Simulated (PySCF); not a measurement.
# Reading the logs of faulty runs: AlH5NOSi

Calculated results; nothing here was measured. The program is PySCF 2.14.0, an open-source quantum chemistry code, run on an isolated molecule that a program drew, which may never have been made. The molecule is AlH5NOSi (charge 0, doublet), drawn as the SMILES string `[NH2][AlH][O][SiH2]`.

Each row is a Hartree-Fock (HF) and frozen-core CCSD(T) single point in the cc-pV(D+d)Z basis, meant for a local HF minimum. Run 1 is clean. Each other run has one planted mistake out of seven kinds, and not every kind appears here: one electron removed, one electron added, multiplicity raised by two, geometry at a saddle point, minimal basis STO-3G, one bond length entered in bohr, all coordinates scaled. The reference is restricted for singlets and unrestricted otherwise, and also for a bond in bohr. Adding or removing an electron swaps singlet and doublet. Electrons count all cores. HOMO and LUMO are orbital energies over both spins, the gradient is its largest component, and the lowest frequency (negative if imaginary) is given only where the gradient is small. Bond lengths are over the 8 bonds as drawn. T1 is the CCSD diagnostic: over 0.02 (restricted) or 0.045 (unrestricted) a single reference is doubtful.

Geometry of the clean run:
```xyz
9
AlH5NOSi, angstrom
N     0.9612    1.1904    1.1270
Al    0.4066   -0.2488    0.2856
O    -1.0611   -0.1976   -0.5465
Si   -2.4548   -0.2952   -1.3878
H     1.8171    1.2511    1.6457
H     0.4797    2.0691    1.1643
H     1.2612   -1.5649    0.3055
H    -3.6135   -0.0015   -0.5045
H    -2.4465    0.6723   -2.5160
```

```
run  electrons  basis functions  <S^2>  HOMO (eV)  LUMO (eV)  gradient (hartree/bohr)  lowest frequency (cm^-1)  mean bond (Å)  longest bond (Å)      T1  HF (hartree)  CCSD(T) (hartree)                     mistake
  1         47               99  0.753      -8.53       2.13                  1.2e-05                        29         1.4529             1.757  0.0150    -663.18511         -663.73700                    no fault
  2         47               99  3.788      -3.76      -0.82                  1.1e-01                         -         1.4529             1.757  0.0226    -662.99206         -663.51467  multiplicity raised by two
  3         47               33  0.752      -5.01       7.07                  3.8e-02                         -         1.4529             1.757  0.0207    -655.13816         -655.32143        minimal basis STO-3G
  4         48               99  0.000       0.33       6.44                  7.9e-02                         -         1.4529             1.757  0.0159    -663.13734         -663.72024          one electron added
  5         47               99  1.273      -8.38       1.37                  3.5e-02                         -         1.6343             3.082  0.0669    -663.03649         -663.56579                           ?
```

**Which mistake was planted in run 5, and what did it cost?**

The mean bond changes by a factor of 1.125 and the longest by 1.754, so the molecule wasn't scaled as a whole. A length L in bohr read as angstrom grows by (1/0.5292 - 1) L = 0.890 L. The 8 bonds together grew by 8 x 0.1814 = 1.451 Å, which gives L = 1.631 Å. That is bond O3-Si4, 1.631 Å in the clean geometry. So the mistake is: one bond length entered in bohr. Subtracting run 1 and multiplying by 627.51 kcal/mol a hartree, the energy moved by 93.3 kcal/mol in HF and 107.4 kcal/mol in CCSD(T).

Cautions from the logs. Run 4: the HOMO is above zero, so the electron isn't bound and the energy depends on the basis; run 5: T1 is over the limit, so its CCSD(T) energy is less reliable.
